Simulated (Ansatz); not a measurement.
Computed with Ansatz on PBE0-D4/def2-TZVP structures; ΔE is electronic, products minus reactants. CCSD(T)/CBS adds triple-zeta CCSD(T) − MP2 to the extrapolated MP2 energy (def2 sets, frozen cores). This one scheme is used for every species. Functionals use def2-TZVPP. B3LYP here is the variant with VWN-RPA as its local correlation; programs differ in this. HSE06 is defined as in plane-wave codes. Each species was taken in one conformer, which may not be the lowest.

Reaction (cleavage of the Si–B bond): `B[SiH2]C` + dimethylamine → `C[SiH2]N(C)C` + BH₃

| level | ΔE (kcal/mol) | difference from CCSD(T)/CBS |
| --- | --- | --- |
| LDA (SPW92) | -13.0 | 3.4 |
| PBE-D4 | -12.3 | 4.1 |
| revPBE-D4 | -13.6 | 2.8 |
| BLYP-D4 | -15.8 | 0.6 |
| r2SCAN-D4 | -14.8 | 1.6 |
| B97M-V | -14.1 | 2.3 |
| PBE0-D4 | -13.7 | 2.7 |
| r2SCANh-D4 | -15.1 | 1.3 |
| r2SCAN0-D4 | -15.5 | 0.9 |
| HSE06-D4 | -13.6 | 2.8 |
| CAM-B3LYP-D4 | -17.0 | -0.6 |
| ωB97M-V | -16.9 | -0.5 |
| B2PLYP | -16.0 | 0.4 |
| PBE-QIDH | -15.6 | 0.8 |
| PBE | -10.6 | 5.8 |
| BLYP | -12.4 | 4.0 |
| r2SCAN | -14.2 | 2.2 |
| PBE0 | -12.1 | 4.3 |
| B3LYP | -13.8 | 2.6 |
| r2SCANh | -14.5 | 1.9 |
| r2SCAN0 | -14.9 | 1.5 |
| HSE06 | -12.1 | 4.3 |
| BHLYP | -15.8 | 0.6 |
| CAM-B3LYP | -15.4 | 1.0 |
| LC-ωPBE | -13.8 | 2.6 |
| RPA@PBE/def2-TZVPP | -16.6 | -0.2 |
| HF/def2-SVP | -15.5 | 0.9 |
| MP2/def2-SVP | -17.3 | -0.9 |
| CCSD/def2-SVP | -14.8 | 1.6 |
| CCSD(T)/def2-SVP | -14.9 | 1.5 |
| HF/def2-TZVPP | -16.6 | -0.2 |
| SCS-MP2/def2-TZVPP | -18.5 | -2.1 |
| CCSD/def2-TZVPP | -16.2 | 0.2 |
| CCSD(T)/def2-TZVPP | -16.4 | 0.0 |
| HF/def2-QZVPP | -16.8 | -0.4 |
| MP2/def2-QZVPP | -19.2 | -2.8 |
| SCS-MP2/def2-QZVPP | -18.5 | -2.1 |
| HF/CBS(def2) | -16.9 | -0.5 |
| MP2/CBS(def2) | -19.1 | -2.7 |
| CCSD/CBS(def2) | -16.2 | 0.2 |
| CCSD(T)/CBS | -16.4 | 0 |

Largest T1 diagnostic among the species: 0.011.

From PBE to PBE0 (25 % exact exchange), in def2-TZVPP and without D4, ΔE moves by −1.5 kcal/mol. The D4 term adds −2.7 kcal/mol with B3LYP and −1.5 kcal/mol with PBE0; it sums over pairs of atoms, weighted by their polarisabilities, and B3LYP, whose exchange is more repulsive, gets the larger term.
